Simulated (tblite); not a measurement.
C6H11F2NSi.
Structure used (GFN2-xTB), in Å, numbered top down from 1:
```
atom  x, y, z in Å
C1     0.6949    2.6567   -0.2822
C2     0.2701    1.4144   -0.1322
Si3   -1.4446    0.7992    0.3352
N4    -1.0088   -0.8163   -0.0531
C5    -1.8930   -1.9437   -0.1354
C6     0.2307   -0.9481   -0.7881
C7     1.1436    0.2085   -0.3714
C8     1.8354   -0.1464    0.9413
F9     2.6382   -1.2337    0.7969
F10    2.6503    0.8533    1.3566
H11    1.7016    2.8952   -0.5906
H12    0.0453    3.4932   -0.0892
H13   -2.4782    1.4409   -0.4889
H14   -1.8038    0.8630    1.7545
H15   -1.3901   -2.8483    0.2195
H16   -2.7631   -1.7575    0.4887
H17   -2.2320   -2.1233   -1.1627
H18    0.6937   -1.9152   -0.5587
H19    0.0581   -0.9109   -1.8732
H20    1.9215    0.3953   -1.1176
H21    1.1213   -0.3593    1.7501
```

Computed values, GFN2-xTB/tblite, gas phase, harmonic and unscaled. This tight-binding method is rough: wavenumbers can miss measured ones by several per cent, in bad cases by 10 to 20. Modes of hydrogen on silicon can be 10 to 20 % off. One conformer, not necessarily the lowest.

Harmonic wavenumbers (cm⁻¹): 57.7, 65.0, 74.6, 135.4, 150.4, 212.0, 255.2, 263.5, 322.6, 358.0, 377.9, 413.1, 436.9, 503.9, 518.9, 557.7, 636.0, 678.9, 690.3, 712.6, 735.2, 821.1, 913.4, 919.2, 944.1, 1012.9, 1023.7, 1061.0, 1076.0, 1095.6, 1114.3, 1168.8, 1199.3, 1206.3, 1219.9, 1239.6, 1268.0, 1275.8, 1313.5, 1350.1, 1417.8, 1420.7, 1483.9, 1499.9, 1506.9, 1708.4, 2197.7, 2247.5, 2860.8, 2898.5, 2902.5, 2925.8, 2947.4, 2955.8, 3038.4, 3075.7, 3118.6.

A = 1546, B = 952.8, C = 676.2 MHz; mass 163.063 u (most abundant isotopes); point group C1, symmetry number 1.

Problem. Zero-point energy?

Solution. ½Σν̃ = 34792 cm⁻¹ = 99.48 kcal/mol.

Problem. What is S at 500 K and 1 bar for an ideal gas of classical rigid rotors and harmonic oscillators?

Solution. Translation 43.77, rotation 31.70, vibration 57.85: S = 133.3 cal/(mol K).

Problem. And Cp and H(500 K) − H(0)?

Solution. Cp = 65.42 cal/(mol K), of which vibrations give 57.47 (their classical limit is 57 R = 113.3); H(500 K) − H(0) = 18.96 kcal/mol without the zero-point energy, 14.99 from vibrations.

Problem. Which modes carry the vibrational entropy at 500 K?

Solution. 57.7 cm⁻¹: 5.56; 65.0 cm⁻¹: 5.32; 74.6 cm⁻¹: 5.05; 135.4 cm⁻¹: 3.87; 150.4 cm⁻¹: 3.67; 212.0 cm⁻¹: 3.00 cal/(mol K); the other 51 give 31.38 together.

Problem. What must be added to the electronic energy to get the Gibbs energy at 500 K and 1 bar?

Solution. ZPE + [H(500 K) − H(0)] − T·S = 99.48 + 18.96 − 66.66 = 51.78 kcal/mol.

Problem. How do the functions run with temperature in this model?

Solution. 
```json
{"T (K)": "150", "S (cal/(mol K))": "81.5", "Cp (cal/(mol K))": "26.4", "H − H(0) (kcal/mol)": "2.53", "G − H(0) (kcal/mol)": "-9.70", "ln q(vib)": "3.37"}
{"T (K)": "250", "S (cal/(mol K))": "97.8", "Cp (cal/(mol K))": "38.5", "H − H(0) (kcal/mol)": "5.78", "G − H(0) (kcal/mol)": "-18.68", "ln q(vib)": "6.40"}
{"T (K)": "298.15", "S (cal/(mol K))": "105.1", "Cp (cal/(mol K))": "44.3", "H − H(0) (kcal/mol)": "7.77", "G − H(0) (kcal/mol)": "-23.57", "ln q(vib)": "7.87"}
{"T (K)": "400", "S (cal/(mol K))": "119.8", "Cp (cal/(mol K))": "55.8", "H − H(0) (kcal/mol)": "12.89", "G − H(0) (kcal/mol)": "-35.03", "ln q(vib)": "10.99"}
{"T (K)": "600", "S (cal/(mol K))": "146.0", "Cp (cal/(mol K))": "73.3", "H − H(0) (kcal/mol)": "25.91", "G − H(0) (kcal/mol)": "-61.67", "ln q(vib)": "17.01"}
{"T (K)": "900", "S (cal/(mol K))": "179.1", "Cp (cal/(mol K))": "89.7", "H − H(0) (kcal/mol)": "50.58", "G − H(0) (kcal/mol)": "-110.59", "ln q(vib)": "25.51"}
```

q(vib) and H(0) count from the zero-point level.

Hindered rotation and anharmonicity are outside this model. Other conformers, if any are populated, would add a mixing term that is left out. The structure is chiral; the term R ln 2 for an equal mix with its mirror image is left out.

Time: 1.6 s of wall time. Hardware: Arm Neoverse N1, one thread, shared host with 64 logical CPUs at a one-minute load of 41. The figure is for the frequency step alone.
